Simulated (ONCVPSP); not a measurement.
**Cutoff test, Zr, ONCV**

| Property | Result |
| --- | --- |
| Element | zirconium |
| Generator | ONCVPSP 4.0.1 |
| Type | optimised norm-conserving Vanderbilt (ONCV) |
| Functional | PBEsol |
| Relativity | fully relativistic |
| Frozen core | [Kr] |
| Valence charge | 4 |
| Reference configuration | 4d3 5s1 |
| Partial waves | 5s: rc 3.25 bohr, ncon 4, nbas 8, qcut 1.8 1/bohr, 3 projectors, debl 0.6 Ha; p scattering state at 0.19 Ha: rc 2.75 bohr, ncon 4, nbas 9, qcut 2.5 1/bohr, 3 projectors, debl 3.1 Ha; 4d: rc 2.95 bohr, ncon 4, nbas 9, qcut 6.1 1/bohr, 3 projectors, debl 3.3 Ha |
| Local potential | polynomial inside 2.00 bohr (lpopt 5, dvloc0 4 Ha) |
| Core correction | Teter function, fcfact 3.25, rcfact 1.65 |

Open shells are filled in proportion to 2j + 1.

Problem. For each optimised wave give the share of its norm inside rc, the residual kinetic energy above qcut (Ha) and the cutoffs (Ha) for errors of 10, 1, 0.1 and 0.01 mHa per electron.

Solution.

```
               wave  norm inside rc  residual KE  10 mHa  1 mHa  0.1 mHa     0.01 mHa
                 5s           0.369      2.2e-03     0.9    2.4     13.3         16.6
      s projector 2           0.294      2.9e-02     1.9    4.5     12.9         21.1
      s projector 3           0.172      1.2e-01     3.2    9.8     25.5         29.3
p projector 1 j=3/2           0.080      7.5e-04     0.7    2.1     31.4         38.3
p projector 2 j=3/2           0.141      1.3e-01    11.1   42.0     49.3         72.6
p projector 3 j=3/2           0.143      1.5e+00    51.9   59.6     79.3  not reached
p projector 1 j=1/2           0.099      1.4e-03     0.4    6.2     33.1         40.0
p projector 2 j=1/2           0.144      1.2e-01    13.7   43.5     53.1         78.3
p projector 3 j=1/2           0.145      1.5e+00    52.1   59.8     80.8  not reached
           4d j=5/2           0.709      5.9e-09     8.0   10.5     12.7         14.4
d projector 2 j=5/2           0.157      6.5e-07    11.1   13.4     15.4         16.8
d projector 3 j=5/2           0.126      1.2e-04    14.6   16.9     19.9         36.9
           4d j=3/2           0.720      5.9e-09     8.1   10.6     12.7         14.5
d projector 2 j=3/2           0.158      6.9e-07    11.1   13.5     15.4         16.8
d projector 3 j=3/2           0.127      1.3e-04    14.6   16.9     20.0         37.7
```

The occupied waves need 11 Ha and 13 Ha for 1 and 0.1 mHa. The cutoffs count occupied waves only; projector 3 of the p channel, the hardest unoccupied one, needs 60 Ha at the loose tolerance. Note: no bound ghost flagged; GHOST(+) flagged for s at 67.9 eV, p1/2 at 193.8 eV, p3/2 at 194.5 eV, p3/2 at 364.8 eV, p1/2 at 366.0 eV and 1 more. Its largest configuration-test error is -359 meV.
